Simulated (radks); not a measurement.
Values are calculated unless marked as measured or tabulated.
Level of theory: scalar-relativistic Kohn-Sham, LB94 model potential, spin-polarised, spherical densities, finite nucleus; open shells are filled with parallel spins first; Fermi nuclear charge, rms radius of each element as measured or else 0.836 A^(1/3) + 0.57 fm (a radial shooting solver on a logarithmic mesh with Libxc functionals). Response by self-consistent Sternheimer equations with the Hartree and adiabatic LDA kernel, the relativistic mass of each level held fixed and spin-orbit coupling left out. Rank Si3+, Al2+, P4+, Mg+, Cl6+, K8+, Ar7+, S5+ (NIST ground configurations) by static dipole polarisability, largest first.

Answer. Mg+ 27.13, Al2+ 11.70, Si3+ 6.276, P4+ 3.804, S5+ 2.494, Cl6+ 1.729, Ar7+ 1.250, K8+ 0.9328 bohr^3.
